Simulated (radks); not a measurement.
The numbers below are computed, except where a source is named.
Question: The table gives one normalised radial function P(r) = r R(r) of Li2+ in 1s1 (r in bohr). Code: a radial shooting solver on a logarithmic mesh with Libxc functionals. Model: non-relativistic Kohn-Sham, LDA (Slater exchange, VWN5 correlation), spin-unpolarised, spherical densities, point nucleus; without spin polarisation the odd electron is poorly described.

r,P
0.04047,0.0036
0.04904,0.0052
0.0599,0.0077
0.07258,0.0111
0.08864,0.0161
0.1074,0.0231
0.1301,0.0327
0.159,0.0468
0.1926,0.0655
0.2352,0.0918
0.285,0.1256
0.3454,0.1693
0.4218,0.2269
0.5111,0.2945
0.6243,0.3765
0.7564,0.4627
0.9166,0.5489
1.119,0.6270
1.356,0.6766
1.657,0.6869
2.007,0.6478
2.452,0.5566
2.971,0.4338
3.6,0.2993
4.397,0.1739
5.327,0.0861
6.507,0.0328
7.884,0.0099

Which n and l does it have? It may be an empty orbital.

Answer: n = 2, l = 1: the number of nodes gives n - l - 1 = 0, the rise at small r (about r^(l+1)) gives l, and the extent must fit the shell. The curve is that of 2p. 2p (empty): eigenvalue -16.877 eV, 0 radial nodes, <r> = 2.02 bohr, 90 % of the charge inside 3.27 bohr.
